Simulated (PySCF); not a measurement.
Si(OSiH3)2(H)(F) (FH₇O₂Si₃), SMILES F[SiH](O[SiH3])O[SiH3].

Coordinates come from a PBE0-D3(BJ)/def2-SVP optimisation. One conformer was computed; it need not be the lowest.

Two levels are set side by side: PBE/def2-TZVP (PySCF) and M06-2X/def2-TZVP (PySCF). Same geometry, gas phase. Differences are taken from unrounded values.

```tsv
quantity	M06-2X	PBE	PBE minus M06-2X
orbital gap (eV)	10.93	6.48	-4.46
highest occupied level (eV)	-10.44	-7.58	2.86
lowest empty level (eV)	0.50	-1.10	-1.60
dipole moment (D)	1.42	1.25	-0.17
mean polarisability (bohr³)	75.3	81.0	5.7
```

Without exact exchange PBE keeps part of each electron's self-repulsion, which lifts occupied levels and narrows the gap. Loosely held outer electrons make PBE densities more polarisable. Differences between two approximate levels are no errors against the true value.

Rough cost on one machine, each run with all the roots and properties that it gave: M06-2X against PBE about 4 times.
